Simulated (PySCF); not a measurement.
B3LYP has the VWN-RPA correlation part, as in Gaussian. Delta-SCF ions had no search for a lower state. Excitations are Tamm–Dancoff values on a coarser integration grid. The basis has no diffuse functions, so Rydberg states are missing or too high.

Z-matrix (Å, degrees):
```
C
C 1 1.3327
O 1 1.3795 2 118.59
H 3 0.9620 1 110.91 2 -179.92
H 2 1.0796 1 120.51 3 -179.99
H 2 1.0837 5 118.14 1 -180.00
Si 1 1.8772 2 122.03 5 -0.01
H 7 1.4769 1 109.49 2 0.08
H 7 1.4842 8 110.44 5 120.74
H 7 1.4842 8 110.44 9 118.41
```
Charge 0, multiplicity 1.

Problem. Give the S1 excitation (TDA), LUMO, vertical ionisation energy (Delta-SCF), brightest of the four lowest singlets (TDA) and dipole moment at the level B3LYP-D3(BJ)/def2-TZVP (PySCF).

Solution. 
* **S1 excitation (TDA)**: 5.44 eV
* **LUMO**: -0.24 eV
* **vertical ionisation energy (Delta-SCF)**: 9.12 eV
* **brightest of the four lowest singlets (TDA)**: 6.70 eV
* **dipole moment**: 1.23 D
